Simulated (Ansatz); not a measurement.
Coupled-cluster diagnostics for the cluster Li₈⁺, Ansatz.

Geometry of the doublet (PBE/def2-TZVP):

```xyz
8

Li    0.8687   -2.7865   -0.2811
Li   -0.4270   -0.3863    0.5081
Li    0.4345    2.0603    1.5016
Li    1.8926   -0.7111    2.1214
Li   -0.5944    1.8415   -1.3509
Li   -2.8510    0.9407    0.4546
Li    1.7908    0.0972   -0.8541
Li   -1.1141   -1.0559   -2.0997
```

Correlated methods freeze no core orbitals; core or outer-core shells of Li are correlated, in sets that lack core-valence functions. The structure comes from a short search, and lower isomers may exist.

Question: Estimate the CCSD(T) correlation energy, the shares of MP2 and (T), T1 and the reference's ⟨S²⟩ for: charge 1, doublet, own geometry in def2-TZVPP; and the rough time on 4 threads of Arm Neoverse V1 on a shared host.

Answer: 
| state | basis | correlation (eV) | MP2 share (%) | (T) share (%) | T1 | ⟨S²⟩ (pure) | wall time | remarks |
| --- | --- | --- | --- | --- | --- | --- | --- | --- |
| charge 1, doublet, own geometry | def2-TZVPP | -11.163 | 79.7 | 2.8 | 0.067 | 1.61 (0.75) | 87 s | large T1, spin-contaminated |
Customary marks for T1 are 0.02 (closed shells), 0.045 (open shells) and about 0.05 (3d metals). T1 exceeds 0.02 in 1 of 1 rows and 0.045 in 1; the higher it lies, the less the single-reference result can be trusted.
